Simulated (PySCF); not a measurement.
Species: C₇H₅NO.
Numbering: `[N:1]#[C:2][O:3][c:4]1[cH:5][cH:6][cH:7][cH:8][cH:9]1` (hydrogens: H10 on C5; H11 on C6; H12 on C7; H13 on C8; H14 on C9)

Level: wB97X-D/def2-SVPD in PySCF, non-relativistic, on one gas-phase PBE0-D3(BJ)/def2-SVP geometry that isn't relaxed in the solvent. The solvent is an IEF-PCM continuum (cavity from Bondi-type radii × 1.2), and excitations are vertical TDDFT with non-equilibrium linear response and a frozen core. The model holds no explicit solvent molecules, cavitation or dispersion.

Gas-phase singlets (H = HOMO, L = LUMO):

| state | E (eV) | λ (nm) | f | leading configurations |
| --- | --- | --- | --- | --- |
| S1 | 5.397 | 230 | 0.007 | H→L 65%, H-1→L+1 32% |
| S2 | 6.117 | 203 | 0.044 | H→L+1 66%, H-1→L 32% |
| S3 | 6.975 | 178 | 0.638 | H-1→L 46%, H→L+1 21% |
| S4 | 7.066 | 175 | 0.536 | H-1→L+1 44%, H→L 23% |
| S5 | 7.207 | 172 | 0.002 | H→L+5 28%, H→L+3 23% |

Question: What are the lowest 5 singlets in chloroform (ε = 4.711)?

Answer: 
```json
{"state": "S1", "E (eV)": "5.415", "λ (nm)": "229", "f": "0.009", "leading configurations": "H→L 65%, H-1→L+1 33%", "change by rank (eV)": "+0.018"}
{"state": "S2", "E (eV)": "6.099", "λ (nm)": "203", "f": "0.054", "leading configurations": "H→L+1 65%, H-1→L 32%", "change by rank (eV)": "-0.018"}
{"state": "S3", "E (eV)": "6.808", "λ (nm)": "182", "f": "0.832", "leading configurations": "H-1→L 46%, H→L+1 20%", "change by rank (eV)": "-0.167"}
{"state": "S4", "E (eV)": "6.888", "λ (nm)": "180", "f": "0.689", "leading configurations": "H-1→L+1 44%, H→L 22%", "change by rank (eV)": "-0.178"}
{"state": "S5", "E (eV)": "7.110", "λ (nm)": "174", "f": "0.002", "leading configurations": "H→L+3 47%, H→L+4 17%", "change by rank (eV)": "-0.097"}
```

Question: How does the list change in acetone (ε = 20.49)?

Answer: 
| state | E (eV) | λ (nm) | f | leading configurations | change by rank (eV) |
| --- | --- | --- | --- | --- | --- |
| S1 | 5.426 | 229 | 0.008 | H→L 64%, H-1→L+1 33% | +0.029 |
| S2 | 6.112 | 203 | 0.050 | H→L+1 64%, H-1→L 33% | -0.005 |
| S3 | 6.842 | 181 | 0.803 | H-1→L 42%, H-1→L+1 24% | -0.133 |
| S4 | 6.924 | 179 | 0.675 | H-1→L+1 40%, H-1→L 22% | -0.142 |
| S5 | 7.076 | 175 | 0.002 | H→L+3 57%, H-2→L+3 20% | -0.131 |

Question: How do the frontier levels move from gas to acetone?

Answer: 
```csv
orbital,gas (eV),solvent (eV),change (eV),"Löwdin shares, gas","Löwdin shares, solvent"
LUMO+2,2.16,2.16,0.00,"C2 25 %, O3 12 %, C5 9 %, C9 8 %","C2 42 %, O3 19 %, C4 11 %, N1 8 %"
LUMO+1,0.90,1.15,+0.25,"C7 21 %, C4 21 %, C8 13 %, C5 11 %","C7 20 %, C4 20 %, C8 15 %, C5 14 %"
LUMO,0.71,1.00,+0.29,"C6 20 %, C9 19 %, C8 18 %, C5 17 %","C6 21 %, C9 20 %, C8 16 %, C5 14 %"
HOMO,-9.35,-9.18,+0.17,"C7 20 %, C4 17 %, O3 14 %, C5 10 %","C7 22 %, C4 18 %, O3 12 %, C8 11 %"
HOMO-1,-9.88,-9.60,+0.28,"C9 22 %, C6 21 %, C5 19 %, C8 18 %","C9 22 %, C6 21 %, C5 19 %, C8 18 %"
HOMO-2,-11.31,-11.50,-0.19,"N1 39 %, C2 26 %, O3 13 %, C7 7 %","N1 38 %, C2 23 %, O3 16 %, C7 7 %"
HOMO-3,-11.47,-11.68,-0.21,"N1 44 %, C2 30 %, O3 15 %","N1 35 %, C2 23 %, O3 15 %, C9 5 %"
```

The HOMO–LUMO gap goes from 10.07 to 10.18 eV. Rows go by rank; for LUMO+2 the atom shares or the degeneracy differ between the runs, so the row needn't follow one orbital.

The values belong to the conformer `[N:1]#[C:2][O:3][c:4]1[cH:5][cH:6][cH:7][cH:8][cH:9]1`: C2–O3–C4–C5 -178°.
